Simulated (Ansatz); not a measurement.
`CC(=N)BO` + `CS[SiH2]BCl` → `CS[SiH2]BO` + `CC(=N)BCl`  (redistribution)

Calculated with Ansatz (gas phase, PBE0-D4/def2-TZVP geometries, no zero-point term in ΔE). CCSD(T)/CBS is the MP2 limit (def2-TZVPP, def2-QZVPP) plus CCSD(T) − MP2 in def2-TZVPP, frozen cores. Functionals use def2-TZVPP. B3LYP here is the variant with VWN-RPA as its local correlation; programs differ in this. One conformer a species, not always the lowest.

| level | ΔE (kJ/mol) |
| --- | --- |
| B3LYP-D4 | 7.6 |
| ωB97X-V | 7.7 |
| CCSD/def2-TZVPP | 7.9 |
| SCS-MP2/def2-QZVPP | 7.3 |

**Question.** What does CCSD(T)/CBS give? (An estimate is asked.)

**Answer.** Computed: +8.2 kJ/mol. The listed levels differ from it by -0.6, -0.5, -0.3, -0.9 kJ/mol.

Largest T1 diagnostic among the species: 0.013.

In def2-TZVPP, CCSD(T) changes the Hartree–Fock value by −3.2 kJ/mol (the triples alone add −1.0 kJ/mol) and MP2 by −3.4 kJ/mol.
